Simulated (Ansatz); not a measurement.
Input file for Ansatz (an electronic-structure program): R-CCSD(T)/aug-cc-pV(D+d)Z on CH8OSi (a complex). Files ending in .json are basis or fitting sets from the Basis Set Exchange.

Ansatz 0.2 input:
```yaml
crystal:
  periodic: [false, false, false]
  atoms:
    - {symbol: Si, position_ang: [0.07789432, 0.11017573, 0.28409625]}
    - {symbol: H, position_ang: [-1.12810851, -0.52551702, 0.86186070]}
    - {symbol: H, position_ang: [0.30971708, 1.43223084, 0.90175857]}
    - {symbol: H, position_ang: [-0.16681850, 0.30886611, -1.16749327]}
    - {symbol: H, position_ang: [1.25435851, -0.76945553, 0.44246395]}
    - {symbol: C, position_ang: [-0.47858127, 0.52134163, 3.92918105]}
    - {symbol: O, position_ang: [0.49295317, -0.28558167, 3.27409347]}
    - {symbol: H, position_ang: [-1.47742794, 0.38752252, 3.50111109]}
    - {symbol: H, position_ang: [-0.17629681, 1.55667371, 3.78209592]}
    - {symbol: H, position_ang: [-0.51843222, 0.31863565, 5.00401835]}
    - {symbol: H, position_ang: [0.25536809, -1.21148792, 3.38695573]}
basis:
  gaussian:
    orbitals: aug-cc-pV_D+d_Z.json
magnetization: {spin_polarized: false}
correlation: {method: ccsd_t, electrons: outside_noble_gas}
scf: {lower_state_search: off}
```

Problem. Predict the final total energy.

Solution. -406.8666 hartree (reference determinant -406.3119, T1 diagnostic 0.011).

Problem. How many basis functions does it have, and what does it roughly cost on one machine?

Solution. 150 functions; around 30 core-seconds (rough).
